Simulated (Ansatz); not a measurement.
## CHGeO2−: where a starting geometry ends

The starting geometry of this gas-phase singlet was optimised with GFN2-xTB.

```yaml
atoms:
  - { symbol: C, position_ang: [-1.3413, -0.3695, -1.2426] }
  - { symbol: Ge, position_ang: [-0.0157, -1.4453, -0.3447] }
  - { symbol: O, position_ang: [-2.4256, -0.1680, -1.7717] }
  - { symbol: O, position_ang: [-0.3699, 0.4601, -0.9948] }
  - { symbol: H, position_ang: [0.6480, -2.0347, -1.8504] }
```

Predict what it relaxes into with r2SCAN-D4/def2-SVPD.

It keeps its bonds.

The energy falls by 0.13 eV over 7 steps:

```json
{"step": "1", "E − E(last) (eV)": "0.133"}
{"step": "2", "E − E(last) (eV)": "0.025"}
{"step": "3", "E − E(last) (eV)": "0.018"}
{"step": "4", "E − E(last) (eV)": "0.003"}
{"step": "5", "E − E(last) (eV)": "0.000"}
{"step": "6", "E − E(last) (eV)": "0.000"}
{"step": "7", "E − E(last) (eV)": "0.000"}
```

Final geometry (Å):

```xyz
5

C    -1.3574   -0.3636   -1.2559
Ge    0.0141   -1.5217   -0.3699
O    -2.4511   -0.1389   -1.7555
O    -0.3616    0.4470   -1.0423
H     0.6514   -1.9801   -1.7806
```

Frequencies at the end are all real (lowest 264 cm⁻¹). Run with Ansatz 0.2.0, 5.7 s on 2 threads of AMD EPYC 9B45 (Zen 5), with other jobs on the host.
